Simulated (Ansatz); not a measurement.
`C[S][Mg][Cl]` + H–F → `[F][Mg][Cl]` + CH₃SH at 400 K and 1 bar (ligand exchange at a Mg–S bond).

Calculated with Ansatz (gas phase, PBE0-D4/def2-TZVP geometries, no zero-point term in ΔE). CBS: MP2 limit from def2 TZ/QZ plus the TZ coupled-cluster correction, frozen cores. This one scheme is used for every species. For Mg outer-core shells are correlated without core-valence functions, which leaves a few kJ/mol of doubt a bond. One conformer a species, not always the lowest.

| species | CCSD(T)/CBS energy (Eh) | H − E (kJ/mol) | S (J/(mol·K)) |
| --- | --- | --- | --- |
| `C[S][Mg][Cl]` | -1097.42002 | 134.3 | 376.6 |
| H–F | -100.39570 | 36.5 | 182.2 |
| `[F][Mg][Cl]` | -759.61026 | 27.6 | 281.7 |
| CH₃SH | -438.22835 | 138.7 | 269.4 |

H − E and S are ideal-gas, rigid-rotor, harmonic terms from PBE0-D4/def2-TZVP, for one conformer and one mirror image of each species. 1 Eh = 2625.50 kJ/mol, R = 8.31446 J/(mol·K).

Problem. By hand: ΔE, ΔH, ΔS and ΔG.

Solution. ΔE = (-759.61026) + (-438.22835) − (-1097.42002) − (-100.39570) = -0.02289 Eh = -60.1 kJ/mol. Δ(H − E) = 27.6 + 138.7 − 134.3 − 36.5 = -4.5, so ΔH = -64.6 kJ/mol. ΔS = 281.7 + 269.4 − 376.6 − 182.2 = -7.7 J/(mol·K). ΔG = -64.6 − 400 × (-7.7)/1000 = -61.5 kJ/mol.

Problem. By hand: the equilibrium constant, and the temperature at which ΔG would vanish if ΔH and ΔS stayed fixed.

Solution. log₁₀ K = −ΔG/(RT ln 10) = 8.0. ΔG = 0 at ΔH/ΔS = 8390 K, far beyond where these terms or the molecules hold.

The number of gas molecules stays the same, so ΔS is small and ΔH decides. A doubt of 5 kJ/mol in ΔE shifts log₁₀ K by 0.7 here. Other conformers and mirror images would add mixing entropy, several J/(mol·K) or more a flexible species. These are equilibria of isolated gas molecules and say nothing of rates. Largest T1 diagnostic: 0.010 (customary marks: 0.02 for closed shells, 0.045 for open ones).
